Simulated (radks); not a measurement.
Polarisability of neutral manganese, [Ar] 3d5 4s2, at imaginary frequency. All-electron calculation, non-relativistic Kohn-Sham, LDA (Slater exchange, Perdew-Wang correlation), spin-polarised, spherical densities, point nucleus; open shells are filled with parallel spins first. Program: a radial shooting solver on a logarithmic mesh with Libxc functionals. Response by self-consistent Sternheimer equations with the Hartree and adiabatic LDA kernel.

w (hartree),alpha1(iw) (bohr^3)
0.00266,68.17
0.0143,67.67
0.0360,65.03
0.0697,57.96
0.118,46.05
0.186,32.39
0.280,20.79
0.413,12.71
0.605,7.632
0.892,4.550
1.35,2.655
2.12,1.450
3.59,0.6813
6.94,0.2406
17.5,0.04982

Static values: alpha1 = 68.19 bohr^3 (10.10 angstrom^3; uncoupled 123.9). C6 = 635.3, triple-dipole C9 = 30960 atomic units. One-pole (London) frequency 4 C6 / (3 alpha1^2) = 0.182 hartree, against 0.169 for minus the highest occupied eigenvalue. The dipole shielding factor is 1.000, as the force sum rule N/Z = 1.000 demands. Recommended static value: 68 bohr^3 (Schwerdtfeger and Nagle, 2023 table).
